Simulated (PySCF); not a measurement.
**Static response to an electric field**

Species: C3H9FOSi2.
Numbering: `[OH:1][SiH2:2][CH2:3]/[CH:4]=[C:5](/[F:6])[SiH3:7]` (hydrogens: H8 on O1; H9, H10 on Si2; H11, H12 on C3; H13 on C4; H14, H15, H16 on Si7)

Geometry (GFN2-xTB, Å), atoms numbered from 1 in this order:
```
atom  x, y, z in Å
O1    -1.8906   -1.1233   -0.6292
Si2   -2.1492    0.0331    0.4775
C3    -0.4758    0.7524    1.0836
C4     0.3042    1.2361   -0.0767
C5     1.2765    0.5434   -0.6614
F6     1.8428    1.0989   -1.7840
Si7    2.0345   -1.1216   -0.1812
H8    -1.2837   -1.0051   -1.3559
H9    -2.9458    1.1249   -0.0880
H10   -2.8258   -0.6882    1.5443
H11   -0.6561    1.5711    1.7778
H12    0.0775   -0.0240    1.6111
H13    0.0102    2.1917   -0.4954
H14    3.2064   -1.3076   -1.0325
H15    2.4118   -1.0836    1.2339
H16    1.0553   -2.1894   -0.4085
```

Level: CAM-B3LYP/def2-SVPD (PySCF), static field, nuclei fixed, core orbitals frozen in the response. The polarisability tensor in these axes (au):

```
x   107.45  -8.44 -10.70
y    -8.44  87.86   0.96
z   -10.70   0.96  83.56
```

Task: Diagonalise the tensor; give its mean and Δα, where Δα² is half the sum of the squared differences of the eigenvalues.

Result: Principal values 78.83, 85.92 and 114.13 au; mean 92.96 au = 13.78 Å³ = 15.33 × 10⁻⁴⁰ C²·m²/J; Δα = 32.35 au (35 % of the mean).

Task: What is the dipole moment, and where does it point?

Result: (-0.01, 0.39, 1.24) D, 1.30 D in size, pointing from the negative to the positive side. Measured along this direction, the outermost atoms are H8 at the negative end and H11 at the positive end.

Task: Give the eigenvalues of the traceless quadrupole moment Θ = ½Σq(3rr − r²1), origin at the centre of nuclear charge.

Result: -11.96, 3.49, 8.47 D·Å. The values depend on the origin, since the dipole doesn't vanish. The electronic extent ⟨r²⟩ about the same centre is 1406 bohr², a root-mean-square distance of 2.34 Å for the 72 electrons.

Task: Give the principal axes and the span of the nuclei along them.

Result: Largest value along (0.90, -0.30, -0.32), where the nuclei span 6.56 Å; middle along (0.17, 0.91, -0.38), 3.87 Å; least along (0.41, 0.29, 0.87), 3.73 Å. 

Task: Rayleigh depolarisation ratio (linearly polarised light, static tensor)?

Result: ρ = 3Δα²/(45ᾱ² + 4Δα²) = 3139.1/(388863 + 4185.5) = 0.00799.

One conformer (not necessarily the lowest) at the GFN2-xTB geometry, without solvent, vibrations or thermal averaging.
